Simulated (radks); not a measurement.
Problem. The selenium ion Se4+, [Ar] 3d10 4s2. Calculated with a radial shooting solver on a logarithmic mesh with Libxc functionals: non-relativistic Kohn-Sham, r2SCAN, spin-polarised, spherical densities, point nucleus; meta-GGA in the generalised Kohn-Sham scheme. Every spin shell is full or empty, so the densities are truly spherical. Functionals are evaluated on that one density, not self-consistently. Rank these orbital-free kinetic functionals by their error against the exact value of the orbitals, and give that value: Thomas-Fermi, von Weizsacker, TF + vW, TF + vW/9, TF + vW/5, APBEK, revAPBEK, Perdew 92, Thakkar, Pearson, LKT, DePristo-Kress, Ernzerhof.

Solution. Exact: 2396.30 hartree. From best to worst, with 100 (|E| - |E exact|)/|E exact| (equal figures are ties): DePristo-Kress -0.09, APBEK +0.10, revAPBEK +0.32, Ernzerhof -0.38, Thakkar -0.48, Perdew 92 -0.73, TF + vW/9 -0.74, Pearson -1.12, TF + vW/5 +3.47, Thomas-Fermi -6.01, LKT +22.39, TF + vW +41.42, von Weizsacker -52.57.
